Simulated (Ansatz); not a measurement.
Computed with frozen-core CCSD(T)/def2-TZVPP // B3LYP-D3(BJ)/def2-TZVP (Ansatz, a first-principles code).

Ansatz 0.2 input:
```yaml
crystal:
  periodic: [false, false, false]
  atoms:
    - { symbol: Si, position_ang: [-0.63546, -0.093604, -0.416137] }
    - { symbol: S, position_ang: [1.299636, -0.59973, 0.365619] }
    - { symbol: H, position_ang: [-1.025072, 1.288741, -0.020886] }
    - { symbol: H, position_ang: [-1.557337, -1.083441, 0.196691] }
    - { symbol: H, position_ang: [1.918231, 0.488034, -0.125287] }
basis:
  gaussian: { orbitals: def2-TZVPP }
correlation:
  method: ccsd_t
magnetization:
  spin_polarized: true
  initial_magnetization: 1
```

Output:

```
Functional definition: HF
708 factors; integrals over basis functions are off by at most 6.8e-4 eV
mean field evaluation 1: about -18726.1949 eV, gradient 9.7e0 eV
mean field evaluation 2: about -18726.1997 eV, gradient 9.7e0 eV
mean field evaluation 4: about -18727.3311 eV, gradient 1.8e0 eV
mean field evaluation 8: about -18727.3841 eV, gradient 3.4e-3 eV
mean field evaluation 16: about -18727.3274 eV, gradient 1.8e0 eV
mean field -18727.38407186 eV, -688.2186707639 hartree, gradient 2.3e-6 eV, S^2 0.757095; 0 other end points of the search recorded, 0 dependent functions left out
10 core orbitals not correlated
reference -18727.38407186 eV, -688.2186707639 hartree; 7, 6 occupied and 109, 110 virtual orbitals, 708 factors
second order -7.77942395 eV of doubles, -0.00000000 eV of singles
cycle   1  -8.49491472 eV  change   -7.2e-1 eV  update   7.1e-2
cycle   2  -8.78779472 eV  change   -2.9e-1 eV  update   2.5e-2
cycle   3  -8.82034224 eV  change   -3.3e-2 eV  update   1.1e-2
cycle   4  -8.81716291 eV  change    3.2e-3 eV  update   5.1e-3
cycle   5  -8.81693295 eV  change    2.3e-4 eV  update   2.5e-3
cycle   6  -8.81719200 eV  change   -2.6e-4 eV  update   1.1e-3
cycle   7  -8.81752535 eV  change   -3.3e-4 eV  update   3.9e-4
cycle   8  -8.81758676 eV  change   -6.1e-5 eV  update   1.3e-4
cycle   9  -8.81755579 eV  change    3.1e-5 eV  update   5.1e-5
cycle  10  -8.81755281 eV  change    3.0e-6 eV  update   1.9e-5
cycle  11  -8.81755526 eV  change   -2.4e-6 eV  update   7.3e-6
perturbative correction -0.36741372 eV, -0.0135022053 hartree
Total energy: -18736.56904084 eV, -688.5562121483 hartree
```

Cost: roughly 30 core-seconds.
